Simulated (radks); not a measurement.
Results of a calculation; reference values are marked as such.
The nitrogen anion N- inside a hard spherical wall (all orbitals vanish at R), configuration held at [He] 2s2 2p4 and not refilled when levels cross. Level of theory: scalar-relativistic Kohn-Sham, LDA (Slater exchange, VWN5 correlation), spin-polarised, spherical densities, finite nucleus; open shells are filled with parallel spins first; Fermi nuclear charge, rms radius 2.5582 fm (a radial shooting solver on a logarithmic mesh with Libxc functionals). Eigenvalues in eV for spin up, with the zero of energy where the potential of the charges vanishes at infinity; a dash marks a level that is unbound or too diffuse for the functional's potential to be trusted. A positive occupied level is held by the wall or, in an anion where self-interaction has pushed it up, behind a barrier. The pressure on the wall is -dE/dV.

R (bohr)  E (hartree)  kinetic (hartree)    e(1s)   e(2s)   e(2p)  e(3s, empty)  e(3p, empty)  pressure (GPa)
8           -54.16894             53.957  -370.31  -9.115   1.717         6.215         8.097           0.177
5           -54.10760             54.171  -367.04  -6.737   4.168        15.062        18.961            6.00
4           -53.98213             54.617  -362.95  -4.108   7.117        25.612        30.238            32.9
3.5         -53.81800             55.174  -358.88  -1.533  10.055        35.986        40.605            88.7
3           -53.46494             56.282  -352.02   2.960  15.138        53.875        57.628             268
2.5         -52.64306             58.587  -340.07  11.535  24.517        87.198        87.781             934
2           -50.53094             63.709  -318.62  30.056  43.412        156.20        146.86            3950
1.5         -44.22876             76.695  -277.99  78.759  87.327        324.18        281.71           22800
